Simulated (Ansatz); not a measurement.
Cost and result for the atomization energy of CH₆InP (`[CH3][InH][PH2]`) (9 atoms, 8 bonds).

| atom | x (Å) | y (Å) | z (Å) |
| --- | --- | --- | --- |
| C1 | 1.040 | 1.355 | 0.068 |
| In2 | 0.225 | -0.520 | -0.608 |
| P3 | -2.129 | -1.118 | -0.018 |
| H4 | 1.552 | 1.865 | -0.750 |
| H5 | 0.261 | 2.003 | 0.468 |
| H6 | 1.773 | 1.164 | 0.856 |
| H7 | 1.106 | -1.602 | -1.631 |
| H8 | -1.818 | -2.471 | 0.286 |
| H9 | -2.010 | -0.677 | 1.328 |

Charge 0, multiplicity 1. Correlated methods include outer-core shells of In, which these sets cover unevenly. In takes the def2 core potential. The geometry is a stationary point of PBE0-D4/def2-TZVP. It is one conformer, not always the lowest. Program: Ansatz. All runs use 2 threads of an Arm Neoverse V2 on a shared host. Times are those of one run each, without the atoms' runs, and a repeat can differ threefold. Electronic energies, without spin–orbit coupling; frozen cores. CCSD(T)/CBS adds CCSD(T) − MP2 in def2-TZVPP to the MP2 limit, and its time is that of the two runs behind it. T1 = 0.013. With those shells the extrapolation isn't a true limit. B3LYP takes the VWN-RPA correlation (the form of Gaussian; ORCA's B3LYP/G). HSE06 is the plane-wave form, built on full-range PBE exchange.

CCSD(T)/CBS is a level of theory with its own doubt, some kJ/mol a heavy atom from the limit and from the frozen cores, so smaller differences don't rank the functionals.

```csv
level,functions,wall time,atomization (kcal/mol),difference from CCSD(T)/CBS,per bond
revPBE-D4/def2-TZVPP,207,2.3 s,607.0,-12.4,-1.5
BLYP-D4/def2-TZVPP,207,2.7 s,611.6,-7.8,-1.0
HSE06-D4/def2-TZVPP,207,3.3 s,615.4,-4.0,-0.5
BHLYP-D4/def2-TZVPP,207,3.3 s,607.2,-12.2,-1.5
CCSD(T)/def2-SVP,88,3.4 s,575.9,-43.5,-5.4
PBE0-D4/def2-TZVPP,207,3.5 s,615.1,-4.3,-0.5
B3LYP-D4/def2-TZVPP (with forces),207,5.5 s,617.4,-2.0,-0.2
r2SCANh-D4/def2-TZVPP,207,6 s,615.8,-3.6,-0.4
B97M-V/def2-TZVPP,207,12 s,624.6,5.2,0.7
ωB97M-V/def2-TZVPP (with forces),207,14 s,622.6,3.2,0.4
MP2/def2-QZVPP,389,18 s,605.9,-13.5,-1.7
CCSD(T)/def2-TZVPP,207,98 s,604.1,-15.3,-1.9
CCSD(T)/CBS(def2),–,120 s,619.4,0.0,0.0
```

From PBE to PBE0 (25 % exact exchange), in def2-TZVPP and without D4, the atomization energy moves by −4.0 kcal/mol: exact exchange takes away binding that semilocal exchange gives to molecules. At CCSD(T), def2-SVP lies −43.5 kcal/mol from the extrapolated value and def2-TZVPP −15.2 kcal/mol: correlation converges slowly with the basis, and small sets miss more of it in the bonded molecule than in its fragments. The D4 term adds +6.1 kcal/mol with B3LYP and +3.2 kcal/mol with PBE0; it sums over pairs of atoms, weighted by their polarisabilities, and B3LYP, whose exchange is more repulsive, gets the larger term.

Spin–orbit coupling would lower the free In atoms strongly, and the atomization energy with them, by more than many differences here.
